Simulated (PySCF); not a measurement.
**Small edits and their spectra**

Starting compound: SMILES C/C=N\[SiH](C)C, C4H11NSi.

¹H NMR (400 MHz, computed): δ 8.67 (q, 1H), 5.55 (sept, 1H), 2.01 (d, 3H), 0.19 (d, 6H). ¹³C{¹H} NMR (computed): δ 176.2 (CH), 30.1 (CH3), -0.6 (CH3).

[PySCF: GIAO PBE0/pcSseg-1 shieldings; coordinates at the GFN2-xTB level; gas phase; one computed conformer; non-relativistic; averaged over atoms made equivalent by symmetry, fast rotation or ring inversion]

References, each an isolated molecule treated in the same way: TMS for ¹H and ¹³C. Where no couplings were computed, multiplicities follow the n + 1 count of equivalent neighbours, and m marks all less simple cases (inequivalent or close neighbours, rings, F or P nearby). Shifts are as computed. Against solution values, carbons near 30 ppm lie about +3 ppm off and those near 130 ppm about +5 ppm. Of 1309 compounds with measured shifts, 239 miss one by over three times the rms of a fit or turn the order of signals round; such compounds aren't used in these exercises.

(1) What are the spectra after this edit: C replaced by Si, giving `C/C=N/[Si@@H](C)[SiH3]`?

(2) What are the spectra after this edit: H on Si replaced by NMe2, giving `C/C=N\[Si](C)(C)N(C)C`?

Results:

(1) ¹H NMR (400 MHz, computed): δ 8.81 (q, 1H), 5.42 (m, 1H), 3.31 (d, 3H), 2.16 (d, 3H), 0.44 (d, 3H). ¹³C{¹H} NMR (computed): δ 177.1 (CH), 33.7 (CH3), -0.6 (CH3).

(2) ¹H NMR (400 MHz, computed): δ 8.94 (q, 1H), 2.46 (s, 6H), 2.15 (d, 3H), 0.10 (s, 6H). ¹³C{¹H} NMR (computed): δ 183.5 (CH), 39.4 (CH3), 30.3 (CH3), -1.4 (CH3).
